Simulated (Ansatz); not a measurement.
Interaction energy ladder

The pair of Li⁺ (SMILES [Li+], atom 1) and N₂ (SMILES N#N, atoms 2–3), both closed shells, in one local arrangement (a lower one may exist), relaxed at PBE0-D4/def2-TZVP:

```csv
atom,x (Å),y (Å),z (Å)
Li1,-0.1410,0.0312,-1.7232
N2,0.1150,-0.0254,1.4036
N3,0.0260,-0.0057,0.3195
```

Ansatz 0.2.0; basis: def2-TZVPPD, with def2-QZVPPD for the basis limit; cores frozen in the correlated methods. The outer core shell of Li, Na, Mg and K is correlated. B3LYP uses VWN-RPA correlation. Extrapolation: Hartree–Fock as exp(−7.88 √X), correlation as X^−2.97. Interaction energies count from these two fragments, frozen as in the pair, with the counterpoise correction; negative means bound.

Problem. What is the interaction energy by CCSD(T) at an estimated basis limit (MP2 extrapolated from triple and quadruple zeta, plus CCSD(T) − MP2 in triple zeta)? (Judge from chemistry; the value comes from the calculation.)

Solution. By the calculation: -12.80 kcal/mol. Hartree–Fock alone gives -12.10 kcal/mol at the basis limit. It counts from the two fragments frozen as in the pair.

The same quantity by other methods in triple zeta, and each one's difference from that estimate:
```
   method  E_int (kcal/mol)  difference
   PBE-D4            -13.89       -1.10
revPBE-D4            -13.62       -0.83
  BLYP-D4            -14.18       -1.38
r2SCAN-D4            -12.08        0.72
   B97M-V            -13.10       -0.30
  PBE0-D4            -13.50       -0.70
 B3LYP-D4            -13.96       -1.17
 HSE06-D4            -13.50       -0.70
  wB97X-V            -12.91       -0.11
  wB97M-V            -12.91       -0.11
   B2PLYP            -13.38       -0.58
       HF            -11.85        0.95
      MP2            -12.41        0.39
     CCSD            -12.43        0.37
  CCSD(T)            -12.48        0.31
```
Differences are method less estimate.

Problem. Which atoms make the shortest contact between the fragments?

Solution. Li1 and N3, 2.05 Å apart.

Basis-set superposition shift (counterpoise-corrected less uncorrected): CCSD(T) 0.29; MP2 0.26; HF 0.03; PBE0-D4 0.06; wB97M-V 0.08 kcal/mol.

T1 diagnostic: at most 0.014.

For scale, one of the runs: CCSD(T)/def2-TZVPPD, 96 basis functions, launched by `ansatz run in.yaml --threads 2 --pin off --events-out ev --progress --plain --max-ram 5222MiB`. The run took about 0.95 s on 2 CPU threads of an Arm Neoverse V2 (shared host).
